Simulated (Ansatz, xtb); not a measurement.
**A geometry optimisation of FGeH2NSn with r2SCAN-D4/def2-SVP**

The starting geometry of this gas-phase singlet was built from a drawn formula by distance geometry; its bonds are those of `[N]#[GeH-][SnH+][F]`.

```xyz
6

F    -0.0174    0.2116    1.6311
Ge   -1.4629    1.3160   -1.9503
N    -2.5159    2.1467   -2.8703
Sn   -1.3289    1.4340    0.8708
H    -0.2197    0.6986   -2.4565
H    -1.4484    3.0495    1.5108
```

Question: Predict what it relaxes into with r2SCAN-D4/def2-SVP.

Answer: It rearranges, giving a structure given below by its coordinates. Contacts that open: Ge2–Sn4 (2.83 → 3.53 Å). Contacts that close: N3–Sn4 (3.99 → 1.97 Å).

The energy falls by 2.13 eV over 46 steps:

| step | E − E(last) (eV) |
| --- | --- |
| 1 | 2.135 |
| 6 | 1.411 |
| 11 | 0.964 |
| 16 | 0.676 |
| 21 | 0.482 |
| 26 | 0.439 |
| 31 | 0.335 |
| 36 | 0.289 |
| 41 | 0.016 |
| 46 | 0.000 |

Final geometry (Å):

```xyz
6

F     0.3827    2.6618    1.2308
Ge   -1.4698    1.4109   -2.8584
N    -1.3177    1.2139   -1.1054
Sn   -1.4065    2.2239    0.5810
H    -1.0555   -0.1211   -3.0670
H    -2.1263    1.4670    1.9546
```

From the same start GFN2-xTB ends elsewhere, differing in F1–Ge2 (1.76 against 4.66 Å here), F1–Sn4 (4.85 against 1.95 Å here).

No frequencies were run, so the end isn't proven a minimum. Atoms past krypton carry core potentials, without spin–orbit terms. Run with Ansatz 0.2.0, 3.2 min on 1 thread of Intel(R) Xeon(R) Platinum 8259CL CPU @ 2.50GHz (Skylake/Cascade Lake), on a shared host.
